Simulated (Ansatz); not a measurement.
A made-up structure of BSiHF₂, closed shell:

```
5
angstrom
F -0.3396 -0.7509 1.7272
B 0.0229 -0.3763 0.8321
Si -0.4609 0.3606 -0.6008
F 0.1827 -0.7726 -1.6130
H 0.5950 1.5391 -0.3454
```

It is relaxed with PBE-D4/def2-SVP and then PBE0-D4/def2-TZVP (Ansatz 0.2.0). Atoms count as bonded within 1.22 times the sum of their covalent radii (H–H: 0.88 Å). The end point is not checked to be a true minimum.

(1) Does its bonding change? (A judgement: the text doesn't fix the answer.)

Answers

(1) By the calculation: No: no bond forms or breaks.

Where it ends: The first stage lowers the energy by 4.18 eV in 7 steps. It ends as BSiHF₂ ([F][B][SiH][F]):
| atom | x (Å) | y (Å) | z (Å) |
| --- | --- | --- | --- |
| F1 | -0.4057 | -0.8954 | 2.1460 |
| B2 | -0.0212 | -0.4414 | 1.0275 |
| Si3 | -0.3976 | 0.3971 | -0.7300 |
| F4 | 0.2302 | -0.5826 | -1.8581 |
| H5 | 0.5943 | 1.5224 | -0.5854 |

Labels in which every atom is bracketed show which atoms are joined, not bond orders.

For scale, one of the runs: PBE0-D4/def2-TZVP relaxation, 136 basis functions, launched by `ansatz run in.yaml --threads 2 --pin off --events-out ev --progress --plain --max-ram 4352MiB`. The run took about 16 s on 2 CPU threads of an Arm Neoverse V1 (shared host).
